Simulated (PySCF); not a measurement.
# Unknown compound

Molecular formula: C5H9N3OSi. Simulated spectra:

$^{1}$H NMR (500 MHz, computed): δ 9.96 (s, 1H), 5.17 (s, 3H), 3.18 (q, 2H), 1.31 (t, 3H).

$^{13}$C{$^{1}$H} NMR (computed): δ 189.2 (CH), 167.3 (C), 164.5 (C), 23.5 (CH2), 17.2 (CH3).

Method: GFN2-xTB geometry, NMR shieldings at PBE0/pcSseg-1/GIAO, in PySCF 2.14 (one computed conformer, relativity neglected, no solvent model, fast rotation and ring inversion assumed for equivalent nuclei).

References, each an isolated molecule treated in the same way: $^{1}$H (σ = 31.72 ppm), $^{13}$C (σ = 186.93 ppm) vs TMS.

Q: Which candidate is it?
A. CC(=O)c1nn(C)nc1[SiH3]
B. CCc1ncnnc1O[SiH3]
C. Cc1ncnnc1OC[SiH3]
D. Cc1ncnnc1CO[SiH3]
E. C[SiH2]Oc1nncnc1C
F. CCc1nnc(C=O)n1[SiH3]

A: F. 

The formula gives 4 degrees of unsaturation (1 ring in the answer). 5 carbon signals for 5 carbons: no two carbons are equivalent. Carbon types of the structure: 2 × C, 1 × CH, 1 × CH2, 1 × CH3, leaving 3 H on heteroatoms. δC 189.2: aldehyde carbonyl carbon; the double bond to the heteroatom, with no lone-pair donor beside it, deshields it most. δC 167.3, 164.5: substituted aromatic carbon next to a ring nitrogen. δC 23.5: sp3 CH2 on an aromatic ring; aliphatic region, no heteroatom directly attached. δC 17.2: methyl carbon; a saturated carbon with 1 carbon neighbour and no heteroatom attached. δH 9.96: hydrogen on an aldehyde carbonyl carbon; the C=O anisotropy and electron withdrawal place aldehyde protons far downfield.

The others: CCc1ncnnc1O[SiH3] has carbons computed at 168.7, 161.1, 158.7, 32.1, 15.0; Cc1ncnnc1CO[SiH3] has carbons computed at 165.9, 164.3, 163.4, 71.2, 23.5; CC(=O)c1nn(C)nc1[SiH3] would give 3 signals for carbon-bound and other non-exchanging H, not 4; C[SiH2]Oc1nncnc1C has carbons computed at 169.6, 158.3, 156.5, 22.9, -2.3, with a different DEPT pattern; Cc1ncnnc1OC[SiH3] has carbons computed at 169.4, 158.0, 156.7, 58.5, 22.4.

Shifts are as computed. Against solution values, carbons near 30 ppm lie about +3 ppm off and those near 130 ppm about +5 ppm. Of 1211 compounds with measured shifts, 218 miss one by over three times the rms of a fit or turn the order of signals round; such compounds aren't used in these exercises. No couplings were computed; multiplicities are counted from neighbouring protons, with m where these are inequivalent, close in shift, in a saturated or five-membered ring or joined by F or P, and br s for small geminal =CH2 splittings.
